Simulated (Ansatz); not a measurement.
C₂H₆O₂Si, SMILES `O=CC[SiH2]O` at its PBE0-D4/def2-TZVP geometry, where that method's forces vanish. The species carries charge 0 and has multiplicity 1.

```json
{"atom": "O1", "x (Å)": "-0.6155", "y (Å)": "0.5421", "z (Å)": "-1.9071"}
{"atom": "C2", "x (Å)": "0.1526", "y (Å)": "-0.2855", "z (Å)": "-1.4744"}
{"atom": "C3", "x (Å)": "-0.0101", "y (Å)": "-0.9444", "z (Å)": "-0.1557"}
{"atom": "Si4", "x (Å)": "0.2108", "y (Å)": "0.3873", "z (Å)": "1.1807"}
{"atom": "O5", "x (Å)": "-0.8696", "y (Å)": "1.5768", "z (Å)": "0.8695"}
{"atom": "H6", "x (Å)": "1.0621", "y (Å)": "-0.5482", "z (Å)": "-2.0521"}
{"atom": "H7", "x (Å)": "-1.0426", "y (Å)": "-1.2885", "z (Å)": "-0.0403"}
{"atom": "H8", "x (Å)": "0.6811", "y (Å)": "-1.7774", "z (Å)": "-0.0174"}
{"atom": "H9", "x (Å)": "1.6164", "y (Å)": "0.8731", "z (Å)": "1.1422"}
{"atom": "H10", "x (Å)": "-0.0730", "y (Å)": "-0.1889", "z (Å)": "2.5164"}
{"atom": "H11", "x (Å)": "-1.1123", "y (Å)": "1.6535", "z (Å)": "-0.0618"}
```

Q: For each bond, give half the difference of the two atoms' forces along it (eV/Å; positive pushes the atoms apart) under PBE-D4, r2SCAN-D4, B3LYP-D4, ωB97M-V in def2-TZVPP. (Estimate.)

A: Ansatz gave: 
| bond | length (Å) | PBE-D4 | r2SCAN-D4 | B3LYP-D4 | ωB97M-V |
| --- | --- | --- | --- | --- | --- |
| O1–C2 | 1.209 | 1.01 | 0.41 | 0.27 | 0.12 |
| C2–C3 | 1.483 | -0.23 | -0.04 | 0.08 | 0.17 |
| C2–H6 | 1.109 | -0.03 | -0.06 | -0.16 | -0.18 |
| C3–Si4 | 1.900 | 0.01 | 0.04 | 0.11 | -0.03 |
| C3–H7 | 1.094 | 0.11 | -0.02 | -0.08 | -0.09 |
| C3–H8 | 1.091 | 0.06 | -0.05 | -0.08 | -0.07 |
| Si4–O5 | 1.637 | 0.33 | 0.02 | 0.15 | 0.17 |
| Si4–H9 | 1.488 | 0.01 | -0.03 | -0.12 | -0.14 |
| Si4–H10 | 1.482 | 0.03 | -0.02 | -0.15 | -0.17 |
| O5–H11 | 0.965 | 0.36 | 0.01 | -0.03 | -0.08 |

B3LYP here is the variant with VWN-RPA as its local correlation; programs differ in this.
